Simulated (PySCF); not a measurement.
Excitations are Tamm–Dancoff values on a coarser integration grid. The basis has no diffuse functions, so Rydberg states are missing or too high.

Z-matrix (Å, degrees):
```
C
N 1 1.2531
H 2 1.0220 1 110.32
C 1 1.4522 2 144.66 3 -180.00
H 4 1.0850 1 118.63 2 73.55
H 4 1.0850 5 114.66 1 148.36
C 1 1.4629 2 151.33 3 0.00
H 7 1.0851 1 118.79 2 -73.81
H 7 1.0851 8 114.63 1 -148.92
```
Charge 0, spin multiplicity 1.

Problem. What is the computed T1 excitation (TDA), total energy, HOMO–LUMO gap, dipole moment and S1–T1 gap (TDA) (PySCF 2.14.0 with PBE0-D4/def2-TZVP)?

Solution. 
| Quantity | Result |
|---|---|
| T1 excitation (TDA) | 4.11 eV |
| total energy | -171.8696 Ha |
| HOMO–LUMO gap | 6.80 eV |
| dipole moment | 2.33 D |
| S1–T1 gap (TDA) | 0.81 eV |
